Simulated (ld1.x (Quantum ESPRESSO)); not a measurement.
u(r) = r·R(r): atom against pseudo-atom (zinc (Zn))

Columns: radius, all-electron u(r) and pseudo u(r) of the 3s shell (level -129.23 eV) of zinc in the configuration [Ne] 3s2 3p6 3d10 4s2 4p0; PBE, scalar-relativistic, PAW scheme, ld1.x (Quantum ESPRESSO) 7.5.

```
r (bohr)  all-electron  pseudo
   0.072       -0.0976  0.2604
   0.145       -0.7167  0.5117
   0.217       -0.4797  0.7355
   0.290        0.1129  0.9280
   0.362        0.6724  1.0765
   0.435        1.0715  1.1805
   0.507        1.2847  1.2359
   0.580        1.3538  1.2459
   0.652        1.3225  1.2148
   0.725        1.2300  1.1486
   0.798        1.1063  1.0562
   0.870        0.9736  0.9483
   0.942        0.8424  0.8326
   1.015        0.7179  0.7157
   1.088        0.6055  0.6056
   1.160        0.5079  0.5081
   1.232        0.4235  0.4235
   1.305        0.3503  0.3503
   1.378        0.2886  0.2886
   1.450        0.2375  0.2375
   1.522        0.1949  0.1949
   1.595        0.1592  0.1592
   1.668        0.1296  0.1296
   1.740        0.1058  0.1058
   1.812        0.0861  0.0861
   1.885        0.0698  0.0698
```

Question: How many radial nodes do the two functions have?

Answer: The all-electron 3s function has n − l − 1 = 2 (the table is too coarse to show those close to the nucleus); the pseudo-wave has 0, since the states of the same l below it are removed with the core.

Question: At about which radius was the pseudo-wave matched?

Answer: 1.25 bohr. The columns agree to 0.0005 from 1.09 bohr on; several derivatives are matched, so the curves merge somewhat inside the radius.

Question: Is the pseudo-wave norm-conserving?

Answer: No, it belongs to a PAW set: the norm inside the radius is not constrained, and the difference is carried by the augmentation charge.
